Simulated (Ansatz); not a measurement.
One change: `C[S][GaH2]` becomes `C[O][GaH2]`.

Ansatz, PBE0-D4/def2-TZVP geometries, multiplicity 1. 

Scalar relativity is left out up to krypton.

```
                                          property  `C[S][GaH2]`
             HOMO–LUMO gap (B3LYP/def2-TZVPP) / eV          5.29
           HOMO–LUMO gap (ωB97M-V/def2-TZVPP) / eV          9.60
size of the dipole moment (ωB97M-V/def2-TZVPP) / D          1.38
                 LUMO energy (PBE/def2-TZVPP) / eV         -2.12
    size of the dipole moment (PBE/def2-TZVPP) / D          1.37
                LUMO energy (PBE0/def2-TZVPP) / eV         -1.36
```

Q: What does the change do to each property? (Best estimate.)

A: Ansatz gave: 
```csv
property,`C[O][GaH2]`,shift
HOMO–LUMO gap (B3LYP/def2-TZVPP) / eV,6.14,0.85
HOMO–LUMO gap (ωB97M-V/def2-TZVPP) / eV,10.72,1.12
size of the dipole moment (ωB97M-V/def2-TZVPP) / D,1.12,-0.26
LUMO energy (PBE/def2-TZVPP) / eV,-1.99,0.13
size of the dipole moment (PBE/def2-TZVPP) / D,0.96,-0.41
LUMO energy (PBE0/def2-TZVPP) / eV,-1.21,0.15
```

With PBE0 the HOMO falls by 0.73 eV and the LUMO rises by 0.15 eV, so the gap widens by about 0.88 eV. PBE moves the HOMO by -0.42 eV and ωB97M-V by -0.98 eV. Dipoles are sizes alone; their direction can turn.

B3LYP here is the variant with VWN-RPA as its local correlation; programs differ in this.
